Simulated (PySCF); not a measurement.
Ge(F)2(OH)2, SMILES [F][Ge]([OH])([F])[OH], singlet (CAM-B3LYP/def2-SVP optimised geometry):

```
7

O     -1.174     0.533     0.000
Ge    -0.542    -1.076     0.000
O     -1.173    -1.894     1.385
F      1.174    -1.076     0.000
F     -0.934    -1.902    -1.452
H     -0.883     1.076    -0.743
H     -0.881    -2.810     1.475
```

Calculation: CAM-B3LYP/def2-TZVP (PySCF).

Problem. What are the frontier orbital energies and the dipole moment?

Solution. HOMO-2 -12.48 eV, HOMO-1 -12.00 eV, HOMO -11.65 eV, LUMO 0.07 eV, LUMO+1 1.68 eV; dipole moment 0.22 D.

On the same geometry PBE/def2-TZVP in PySCF 2.14.0 gives HOMO-2 -9.08 eV, HOMO-1 -8.54 eV, HOMO -8.22 eV, LUMO -1.89 eV, LUMO+1 0.03 eV; dipole moment 0.13 D.

Meta-Löwdin charges at CAM-B3LYP/def2-TZVP: O1 -0.71, Ge2 1.70, O3 -0.71, F4 -0.50, F5 -0.50, H6 0.36, H7 0.36.
